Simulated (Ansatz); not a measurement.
CH6BFSn (`[BH2][SnH2][CH2]F`), relaxed with RKS PBE0-D4/def2-TZVP in Ansatz 0.2.0 from a PBE-D4/def2-SVP geometry. The force threshold is 0.005 eV/Å; the program also tests the step.

The species carries charge 0 and has multiplicity 1. Sn: def2 effective core potential.

Start:

```xyz
10

B    -0.363   -0.483    1.980
Sn   -0.616   -0.575   -0.258
C     0.823    0.822   -1.202
F     0.587    2.103   -0.728
H    -1.272   -0.156    2.716
H     0.718   -0.746    2.472
H    -2.185   -0.126   -0.836
H    -0.254   -2.158   -0.875
H     1.866    0.518   -0.963
H     0.694    0.801   -2.306
```

```csv
step,energy (eV),largest force (eV/Å),largest move (Å)
1,-10354.4045,0.514,0.000
2,-10354.4415,0.346,0.057
3,-10354.4472,0.109,0.022
4,-10354.4477,0.056,0.043
5,-10354.4478,0.063,0.014
6,-10354.4482,0.025,0.006
7,-10354.4485,0.016,0.026
8,-10354.4487,0.067,0.098
9,-10354.4489,0.030,0.021
10,-10354.4490,0.015,0.013
11,-10354.4491,0.018,0.045
12,-10354.4491,0.021,0.025
13 (rejected),-10354.4487,0.083,0.053
14,-10354.4493,0.012,0.019
15,-10354.4493,0.013,0.014
16,-10354.4493,0.021,0.023
17,-10354.4494,0.025,0.021
18,-10354.4494,0.029,0.025
19,-10354.4495,0.031,0.012
20 (rejected),-10354.4491,0.064,0.046
21,-10354.4495,0.020,0.007
22,-10354.4495,0.012,0.003
23,-10354.4495,0.007,0.005
24,-10354.4495,0.005,0.007
25,-10354.4495,0.008,0.009
26,-10354.4495,0.007,0.024
27,-10354.4495,0.008,0.010
28,-10354.4495,0.005,0.011
29,-10354.4495,0.002,0.010
```

End:

```xyz
10

B    -0.383   -0.456    1.975
Sn   -0.614   -0.536   -0.257
C     0.830    0.780   -1.215
F     0.751    2.049   -0.655
H    -1.327   -0.483    2.704
H     0.708   -0.399    2.457
H    -2.170   -0.110   -0.825
H    -0.276   -2.119   -0.828
H     1.847    0.405   -1.070
H     0.635    0.867   -2.286
```

It took 76 s on 4 threads of an Arm Neoverse V1 on a shared host, with 0.43 GiB of host memory at the peak.
